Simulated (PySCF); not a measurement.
C4H7F3S2Si.
Atom-mapped SMILES: `[F:1][C:2]([F:3])([F:4])[S:5][C@@H:6]1[CH2:7][S:8][CH2:9][SiH2:10]1`

NICS is the negative of the GIAO shielding at a point without a nucleus: at the ring centre (0) and 1 Å above and below it (1); zz is the component along the ring normal. Level: GIAO PBE0/pcSseg-1 (PySCF, non-relativistic, gas phase) on the GFN2-xTB geometry, one conformer.

Ring bond lengths (Å), with Mayer bond orders in brackets: C6–C7 1.516 (0.95), C7–S8 1.818 (0.99), S8–C9 1.827 (0.98), C9–Si10 1.907 (0.87), Si10–C6 1.929 (0.80).

Problem. What do the NICS probes read (ppm)?

Solution. 
```
            ring                                                    type  NICS(0)  NICS(1), two faces  NICS(1)zz, two faces  rms pucker (Å)  centre to ring atoms, mean (Å)
C6–C7–S8–C9–Si10  5-membered ring with S and Si; formal bonds all single     -6.2         -4.0 / -4.7           -2.1 / -1.7            0.25                            1.49
```

Problem. What do they say, and how far can they be read as aromaticity?

Solution. 
- C6–C7–S8–C9–Si10: mean NICS(1)zz -1.9 ppm, near zero. C6, C7, C9, Si10 have four or more neighbours; no verdict on aromaticity is drawn.

Problem. List the ring angles and the Hirshfeld charges of the ring atoms.

Solution. 
- C6–C7–S8–C9–Si10: C6 108.0° (-0.124 e), C7 108.0° (-0.090 e), S8 95.6° (-0.004 e), C9 105.7° (-0.166 e), Si10 97.0° (+0.344 e); sum 514.3° against 540° for a flat convex ring.
